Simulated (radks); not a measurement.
Task: Coherent X-ray form factor from a spherical all-electron density. All-electron calculation, scalar-relativistic Kohn-Sham, PBEsol, spin-unpolarised, spherical densities, point nucleus. Program: a radial shooting solver on a logarithmic mesh with Libxc functionals.

| sin(theta)/lambda (1/angstrom) | f0 (electrons) |
|---|---|
| 0.05 | 71.337 |
| 0.1 | 69.469 |
| 0.15 | 66.697 |
| 0.2 | 63.390 |
| 0.25 | 59.870 |
| 0.3 | 56.366 |
| 0.4 | 49.879 |
| 0.5 | 44.311 |
| 0.6 | 39.579 |
| 0.8 | 31.955 |
| 1 | 26.138 |
| 1.25 | 20.989 |
| 1.5 | 17.710 |
| 2 | 13.991 |

The species is in the configuration that NIST lists as its ground one. Which atom or ion scatters so?

Result: The rhenium ion Re3+, [Xe] 4f14 5d4. Extrapolating in s^2 from the first two rows gives f0(0) = 72.0, near the electron count 72; among species with that count, the fall with angle is slower the higher Z, and the table is that of Z = 75; from so few rows the species is fixed only to a neighbour or two.
